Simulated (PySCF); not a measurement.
Cl2OTi (SMILES [O]=[Ti]([Cl])[Cl]), singlet, geometry from GFN2-xTB (such geometries of metal compounds can be far from the true shape).

Here is a job for PySCF.
```python
from pyscf import gto, scf, dft

mol = gto.Mole()
mol.atom = '''
    Ti   -0.449895   -0.185702   -0.412530
    Cl    1.641337    0.056302   -0.828724
    Cl   -0.519218   -0.379145    1.723544
    O    -1.147294    1.196723   -0.767036
'''
mol.basis = 'def2-svpd'
mol.charge = 0
mol.spin = 0
mol.verbose = 4
mol.max_memory = 1800
mol.build()

mf = dft.RKS(mol)
mf.xc = 'r2scan'
mf = mf.density_fit(auxbasis='def2-universal-jkfit')
mf.kernel()
```

### Question
What does this run give for the dipole moment, total energy, Mulliken (on the basis functions themselves) charges in atom order?

### Answer

dipole moment: 4.39 D
total energy: -1844.7216 Eh
Mulliken (on the basis functions themselves) charges in atom order: Ti1 1.52, Cl2 -0.46, Cl3 -0.46, O4 -0.60
